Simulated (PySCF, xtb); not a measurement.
fluoro(silylmethyl)silane (CH₇FSi₂), SMILES [SiH2](C[SiH3])F. The values are those of a single conformer.

Harmonic wavenumbers (cm⁻¹) from GFN2-xTB (xtb) at its own minimum, in rising order: 55, 108, 147, 234, 471, 494, 519, 577, 649, 706, 743, 773, 778, 791, 800, 807, 848, 1021, 1141, 1453, 2232, 2246, 2282, 2299, 2327, 2970, 2987.

Task: What does PySCF 2.14.0 with PBE0-D3(BJ)/def2-SVP give at its own minimum? (The exact figures need the calculation; the answer reports its results.)

Result: 46, 131, 133, 285, 476, 559, 563, 695, 738, 764, 805, 862, 909, 944, 950, 955, 962, 1024, 1080, 1372, 2229, 2232, 2251, 2253, 2257, 3069, 3138. Paired by order, the mean absolute difference is 70 cm⁻¹ and the zero-point energies are 43.5 and 45.3 kcal/mol.
